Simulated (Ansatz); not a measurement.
Molecule: thiophen-3-amine, C4H5NS, net charge 0, singlet state. 
Structure (B3LYP-D3(BJ)/def2-TZVP (Ansatz, a first-principles code) minimum search):
SMILES: Nc1ccsc1
```xyz
11

N     -2.0348    -1.2204     0.3367
C     -0.8331    -0.5416     0.1140
C      0.4311    -1.2084     0.0961
C      1.4777    -0.3509    -0.0665
S      0.9559     1.2775    -0.1913
C     -0.6975     0.8142    -0.0368
H     -2.8589    -0.7074     0.0634
H     -2.0530    -2.1567    -0.0386
H      0.5428    -2.2778     0.2097
H      2.5265    -0.5926    -0.1138
H     -1.4770     1.5578    -0.0571
```
Charge 0, spin multiplicity 1.

Parts of the frozen-core correlation energy in 6-31G (Ansatz, hartree). Frozen orbitals: 10; correlated occupied orbitals by spin: 16 and 16; virtual: 42 and 42. Spin-orbit coupling is left out. No relativistic terms. The restricted reference is unstable.

```csv
term,value
reference (HF),-606.18684
MP2 opposite-spin,-0.38654
MP2 same-spin,-0.12909
CCSD correlation,-0.55377
(T),-0.01904
T1 diagnostic,0.012
largest doubles amplitude,0.083
```
